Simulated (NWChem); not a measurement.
System: C₂H₅ClN₂Si; SMILES N[Si@@]1(Cl)C=NC1

NWChem input:

```
start job
memory heap 200 mb stack 900 mb global 1100 mb
geometry units angstroms noautoz
  N      1.964164    -0.539252     0.058594
  Si     0.318242    -0.019110     0.030108
  Cl    -0.806444    -1.783057    -0.011382
  C     -0.452975     1.361106     1.089899
  N     -0.679813     2.155570     0.088744
  C     -0.184110     1.426686    -1.119436
  H      2.231469    -1.402911     0.535905
  H      2.729017     0.138553     0.029992
  H     -0.733482     1.649735     2.122400
  H     -1.000909     1.264473    -1.853523
  H      0.616168     1.998617    -1.636077
end
basis spherical
  N library 6-31g*
  Si library 6-31g*
  Cl library 6-31g*
  C library 6-31g*
  H library 6-31g*
end
dft
  xc b3lyp
  iterations 200
  convergence nolevelshifting
end
task dft gradient
```

Parts of the log:

```
             Northwest Computational Chemistry Package (NWChem) 7.3.0
             --------------------------------------------------------

 C1  symmetry detected

                             Geometry "geometry" -> ""
                             -------------------------

 Output coordinates in angstroms (scale by  1.889725989 to convert to a.u.)

  No.       Tag          Charge          X              Y              Z
 ---- ---------------- ---------- -------------- -------------- --------------
    1 N                    7.0000     1.96663421    -0.55661481     0.09636362
    2 Si                  14.0000     0.32151413    -0.03703395     0.03284968
    3 Cl                  17.0000    -0.80084107    -1.80117588    -0.04634082
    4 C                    6.0000    -0.47505120     1.33590850     1.08329793
    5 N                    7.0000    -0.67893923     2.13677200     0.08230484
    6 C                    6.0000    -0.15473983     1.41599061    -1.11868702
    7 H                    1.0000     2.22324450    -1.42324340     0.57416136
    8 H                    1.0000     2.73154046     0.12170375     0.09002629
    9 H                    1.0000    -0.77974987     1.61768415     2.11082428
   10 H                    1.0000    -0.95408785     1.25819517    -1.87267690
   11 H                    1.0000     0.65703443     1.99163053    -1.61278124

 Effective nuclear repulsion energy (a.u.)     348.3912500880

                                 NWChem DFT Module
                                 -----------------

 Summary of "ao basis" -> "ao basis" (spherical)
 ------------------------------------------------------------------------------
       Tag                 Description            Shells   Functions and Types
 ---------------- ------------------------------  ------  ---------------------
 N                           6-31g*                  6       14   3s2p1d
 Si                          6-31g*                  8       18   4s3p1d
 Cl                          6-31g*                  8       18   4s3p1d
 C                           6-31g*                  6       14   3s2p1d
 H                           6-31g*                  2        2   2s

            General Information
            -------------------
          SCF calculation type: DFT
          Wavefunction type:  closed shell.
          No. of atoms     :    11
          No. of electrons :    62
           Alpha electrons :    31
            Beta electrons :    31
          Charge           :     0
          Spin multiplicity:     1
          Use of symmetry is: off; symmetry adaption is: off
          Maximum number of iterations: 200
          AO basis - number of functions:   102
                     number of shells:    50
          Convergence on energy requested:  1.00D-06
          Convergence on density requested:  1.00D-05
          Convergence on gradient requested:  5.00D-04

              XC Information
              --------------
                         B3LYP Method XC Potential
                     Hartree-Fock (Exact) Exchange  0.200
                        Slater Exchange Functional  0.800 local
                    Becke 1988 Exchange Functional  0.720 non-local
              Lee-Yang-Parr Correlation Functional  0.810
                  VWN I RPA Correlation Functional  0.190 local

             Grid Information
             ----------------
          Grid used for XC integration:  medium
          Radial quadrature: Mura-Knowles
          Angular quadrature: Lebedev.
          Tag              B.-S. Rad. Rad. Pts. Rad. Cut. Ang. Pts.
          ---              ---------- --------- --------- ---------
          N                   0.65       49          11.0       434
          Si                  1.10       88           8.0       590
          Cl                  1.00       88          11.0       590
          C                   0.70       49          10.0       434
          H                   0.35       45          11.0       434
          Grid pruning is: on
          Number of quadrature shells:   597
          Spatial weights used:  Erf1

      Superposition of Atomic Density Guess
      -------------------------------------

 Sum of atomic energies:        -934.66703772

      Non-variational initial energy
      ------------------------------

 Total energy =    -937.463540
 1-e energy   =   -1980.259180
 2-e energy   =     694.404390
 HOMO         =      -0.272473
 LUMO         =      -0.035360

   convergence    iter        energy       DeltaE   RMS-Dens  Diis-err
 ---------------- ----- ----------------- --------- --------- ---------
 d= 0,ls=0.0,diis     1   -938.3575489200 -1.29D+03  1.14D-02  6.60D-01
 d= 0,ls=0.0,diis     2   -938.3338280089  2.37D-02  7.33D-03  8.44D-01
 d= 0,ls=0.0,diis     3   -938.4186147813 -8.48D-02  2.66D-03  1.58D-01
 d= 0,ls=0.0,diis     4   -938.4333861052 -1.48D-02  1.26D-03  2.66D-02
 d= 0,ls=0.0,diis     5   -938.4365698444 -3.18D-03  2.53D-04  7.48D-04
  Resetting Diis
 d= 0,ls=0.0,diis     6   -938.4366546397 -8.48D-05  8.55D-05  8.46D-05
 d= 0,ls=0.0,diis     7   -938.4366660255 -1.14D-05  3.34D-05  2.89D-06
 d= 0,ls=0.0,diis     8   -938.4366656563  3.69D-07  1.91D-05  5.83D-06
 d= 0,ls=0.0,diis     9   -938.4366663872 -7.31D-07  3.94D-06  3.83D-07

         Total DFT energy =     -938.436666387179
      One electron energy =    -1984.646076999647
           Coulomb energy =      773.611664577599
    Exchange-Corr. energy =      -75.793504053109
 Nuclear repulsion energy =      348.391250087977

 Numeric. integr. density =       61.999999646307

                       DFT Final Molecular Orbital Analysis
                       ------------------------------------

 Vector   29  Occ=2.000000D+00  E=-3.018083D-01
              MO Center= -3.7D-01,  2.2D-01, -5.1D-02, r^2= 4.5D+00
   Bfn.  Coefficient  Atom+Function         Bfn.  Coefficient  Atom+Function
  ----- ------------  ---------------      ----- ------------  ---------------
    41      0.427817   3 Cl pz               45      0.244316   3 Cl pz
    82     -0.209675   6 C  py               54      0.204542   4 C  py
    67      0.199476   5 N  px               23     -0.167307   2 Si pz
    37     -0.166893   3 Cl pz              102     -0.154912  11 H  s
    71      0.136461   5 N  px               58      0.133256   4 C  py

 Vector   30  Occ=2.000000D+00  E=-2.761311D-01
              MO Center=  1.1D+00,  5.1D-02, -8.0D-02, r^2= 3.4D+00
   Bfn.  Coefficient  Atom+Function         Bfn.  Coefficient  Atom+Function
  ----- ------------  ---------------      ----- ------------  ---------------
     5      0.451092   1 N  pz                9      0.380469   1 N  pz
    56     -0.181277   4 C  s                82     -0.181293   6 C  py
    86     -0.137800   6 C  py                4      0.135592   1 N  py
    67     -0.134021   5 N  px                6     -0.132381   1 N  s
    84      0.122855   6 C  s                 8      0.120325   1 N  py

 Vector   31  Occ=2.000000D+00  E=-2.439756D-01
              MO Center= -3.7D-01,  1.4D+00,  1.8D-01, r^2= 3.4D+00
   Bfn.  Coefficient  Atom+Function         Bfn.  Coefficient  Atom+Function
  ----- ------------  ---------------      ----- ------------  ---------------
    68      0.417591   5 N  py               72      0.299021   5 N  py
    24      0.296127   2 Si s                70      0.273997   5 N  s
    54     -0.209758   4 C  py               20      0.206016   2 Si s
    40     -0.196480   3 Cl py               67     -0.196343   5 N  px
    22      0.162794   2 Si py               82     -0.144390   6 C  py

 Vector   32  Occ=0.000000D+00  E=-3.698664D-02
              MO Center= -3.4D-01,  1.3D+00,  4.8D-01, r^2= 2.9D+00
   Bfn.  Coefficient  Atom+Function         Bfn.  Coefficient  Atom+Function
  ----- ------------  ---------------      ----- ------------  ---------------
    71      0.424359   5 N  px               67      0.401866   5 N  px
    25     -0.373051   2 Si px               57     -0.362514   4 C  px
    53     -0.317977   4 C  px                6      0.236749   1 N  s
    42     -0.237858   3 Cl s                26     -0.230695   2 Si py
    44     -0.190400   3 Cl py               72      0.191130   5 N  py

 Vector   33  Occ=0.000000D+00  E= 3.117896D-02
              MO Center=  6.6D-01, -5.8D-01,  3.0D-01, r^2= 4.7D+00
   Bfn.  Coefficient  Atom+Function         Bfn.  Coefficient  Atom+Function
  ----- ------------  ---------------      ----- ------------  ---------------
    24     -1.075356   2 Si s                 6      0.983769   1 N  s
    26      0.621930   2 Si py               96     -0.562649   8 H  s
    42      0.539953   3 Cl s                44      0.391766   3 Cl py
    43      0.363282   3 Cl px               22      0.357174   2 Si py
    56      0.333515   4 C  s                20     -0.288201   2 Si s

[...]

                         DFT ENERGY GRADIENTS

    atom               coordinates                        gradient
                 x          y          z           x          y          z
   1 N       3.716400  -1.051849   0.182101   -0.002150   0.000918  -0.004083
   2 Si      0.607574  -0.069984   0.062077   -0.002458  -0.002927  -0.000794
   3 Cl     -1.513370  -3.403729  -0.087571   -0.000849  -0.001125   0.000080
   4 C      -0.897717   2.524501   2.047136    0.002751  -0.005340   0.000202
   5 N      -1.283009   4.037914   0.155534   -0.000895   0.004415  -0.008820
   6 C      -0.292416   2.675834  -2.114012   -0.000871   0.000212   0.010899
   7 H       4.201323  -2.689540   1.085008    0.001330  -0.006822   0.003887
   8 H       5.161863   0.229987   0.170125    0.005872   0.005106  -0.000151
   9 H      -1.473514   3.056980   3.988880   -0.003041   0.002636   0.010014
  10 H      -1.802965   2.377644  -3.538846   -0.006254  -0.001570  -0.006665
  11 H       1.241615   3.763636  -3.047715    0.006565   0.004498  -0.004569
```

Level: B3LYP/6-31G* (spherical d). Coordinates come from a PBE-D3(BJ)/def2-SVP optimisation. B3LYP is NWChem's, with the RPA form of VWN correlation.
